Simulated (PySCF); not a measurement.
# Structure revision by computed shifts

A compound C$_{5}$H$_{5}$F$_{3}$Si gives the data below (simulated from a calculation) and was assigned the structure `CC1=CC(F)=C[Si]1(F)F`.

13C{1H} NMR (computed): δ 183.3 (C), 155.9 (CH), 127.6 (CH), 100.6 (CH), 36.6 (CH2).

1H NMR (500 MHz, computed): δ 7.08 (m, 1H), 6.19 (m, 1H), 5.51 (m, 1H), 3.12 (m, 2H).

PySCF calculation with GIAO PBE0/pcSseg-1 shieldings and GFN2-xTB structure; rapidly exchanging positions averaged, no solvent, non-relativistic, one conformer.

Scale: 1H (σref 31.72) and 13C (σref 186.93) vs TMS (reference shieldings calculated alike).

(1) Compare with the shifts computed for the proposed structure, pairing carbons in order of shift.

(2) Which isomer fits?

## Answers

(1) Atom-mapped SMILES (the numbers label the heavy atoms): `[CH3:1][C:2]1=[CH:3][C:4]([F:5])=[CH:6][Si:7]1([F:8])[F:9]` (H(Xn): hydrogen on atom n).

```
atom  computed for proposal  given list  difference
  C4                  187.0       183.3        +3.7
  C2                  152.4       155.9        -3.5
  C3                  144.2       127.6       +16.6
  C6                   89.8       100.6       -10.8
  C1                   20.9        36.6       -15.7
```

The rms difference is 11.5 ppm and the largest +16.6 ppm at C3 (alkene CH). The carbon types in order of shift don't match either: C, C, CH, CH, CH3 for the proposal against C, CH, CH, CH, CH2 in the data. The proposal doesn't fit.

(2) `InChI=1S/C5H5F3Si/c6-5-2-1-3-9(7,8)4-5/h1,3-4H,2H2`.

Carbon types of the structure: 1 × C, 3 × CH, 1 × CH2, which accounts for all hydrogens. δC 183.3: fully substituted alkene carbon. δC 155.9, 127.6, 100.6: alkene CH; as expected for a trigonal carbon in a double bond. δC 36.6: allylic sp3 CH2; aliphatic region, no heteroatom directly attached. δH 7.08, 6.19, 5.51: hydrogen on an alkene CH; a vinylic proton, deshielded by the sp2 carbon and the C=C anisotropy.

The data come from this structure; uniqueness wasn't tested.

Splittings by 19F in the carbon and heteronuclear signals aren't shown, as no couplings were computed. Shifts are as computed. Against solution values, carbons near 30 ppm lie about +3 ppm off and those near 130 ppm about +5 ppm. Of 1211 compounds with measured shifts, 218 miss one by over three times the rms of a fit or turn the order of signals round; such compounds aren't used in these exercises. No couplings were computed; multiplicities are counted from neighbouring protons, with m where these are inequivalent, close in shift, in a saturated or five-membered ring or joined by F or P, and br s for small geminal =CH2 splittings.
